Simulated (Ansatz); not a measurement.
**HBr (SMILES Br): from total energies to a heat of formation**

HBr: 2 atoms, total charge 0, spin state singlet. As SMILES, `Br`. The shape is that of a PBE0-D4/def2-TZVP optimisation.

```jsonl
{"atom": "Br", "x (Å)": "-0.6032", "y (Å)": "0.2180", "z (Å)": "-0.3050"}
{"atom": "H", "x (Å)": "0.6032", "y (Å)": "-0.2180", "z (Å)": "0.3050"}
```

Total energies at PBE-QIDH/cc-pVTZ, 9 core orbitals frozen (Ansatz 0.2.0); the atoms run unrestricted:

```tsv
species	state	energy (Eh)
HBr	singlet	-2574.179335
Br	doublet	-2573.531452
H	doublet	-0.501794
```

Harmonic wavenumbers at PBE0-D4/def2-TZVP, in cm⁻¹: 2668.

Measured heats of formation of the gaseous atoms at 298.15 K, in kJ/mol: Br 111.9, H 218.0. Spin-orbit lowering of the atoms at 298 K (mean of the ground term's levels less their thermal mean, from spectra), in kJ/mol: Br 14.69. Take 1 Eh = 2625.50 kJ/mol, 1 cm⁻¹ = 0.0119627 kJ/mol, RT = 2.479 kJ/mol.

What heat of formation follows?


1. Electronic atomisation energy: (-2573.531452) + (-0.501794) − (-2574.179335) = 0.146089 Eh = 383.6 kJ/mol.
2. Zero-point energy: half the sum of the wavenumbers, 1334 cm⁻¹ = 16.0 kJ/mol.
3. Thermal vibrational enthalpy, Σ hcν̃/(exp(hcν̃/kT) − 1): 0.0 kJ/mol. Translation, rotation and pV of a linear molecule: 3.5 RT = 8.7 kJ/mol.
4. The 2 free atoms carry 5/2 RT each: 12.4 kJ/mol.
5. Spin-orbit coupling lowers the free atoms by 14.69 = 14.7 kJ/mol.
6. Atomisation enthalpy at 298 K: 383.6 − 14.7 − 16.0 − 0.0 − 8.7 + 12.4 = 356.6 kJ/mol.
7. Sum of the atoms' heats of formation: 329.9 kJ/mol. Heat of formation: 329.9 − 356.6 = -26.7 kJ/mol.

The tabulated value is -35.9 kJ/mol (Active Thermochemical Tables), so this level is off by +9.1 kJ/mol, or 2.5 % of the atomisation enthalpy that the table implies (365.7 kJ/mol). Relativity is left out. Anharmonicity and any spin-orbit splitting of the molecule are left out, and so is core correlation.
